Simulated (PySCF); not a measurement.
NbSF2Cl, SMILES [Nb]([Cl])(=[S])([F])[F], multiplicity 1. Geometry optimised at PBE-D3(BJ)/def2-SVP. The spin state was assumed, not searched. The def2 effective core potentials stand for the cores of Nb; spin–orbit coupling is left out.

Computed equilibrium geometry at PBE-D3(BJ)/def2-SVP (PySCF confirms it by a frequency run) as a Z-matrix, and its point group:
point group Cs.
```
Nb
F 1 1.8626
F 1 1.8626 2 111.81
S 1 2.1497 2 107.68 3 -118.09
Cl 1 2.2909 2 110.83 3 124.19
```
